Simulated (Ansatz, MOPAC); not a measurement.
Ligands exchanged one at a time, B H-I. Isolated molecules, 0 K electronic values unless said otherwise. Strings in code marks are SMILES.

Quantity: redistribution energy (mixed species minus the weighted end members), in eV. Semi-empirical values (MOPAC) are differences of heats of formation.

Level 1: frozen-core MP2/def2-TZVPP // PBE-D3(BJ)/def2-TZVP (Ansatz, a program for electronic structure)
Level 2: AM1 // PBE-D3(BJ)/def2-TZVP (MOPAC)
Level 3: PM3 // PBE-D3(BJ)/def2-TZVP (MOPAC)
Level 4: PM6 // PBE-D3(BJ)/def2-TZVP (MOPAC)

```
species                        level 1  level 2  level 3  level 4
-----------------------------  -------  -------  -------  -------
1 of 3 H replaced by I: `BI`    -0.075   -0.074   -0.321   -0.150
2 of 3 H replaced by I: `IBI`   -0.073   -0.077   -0.346   -0.146
```
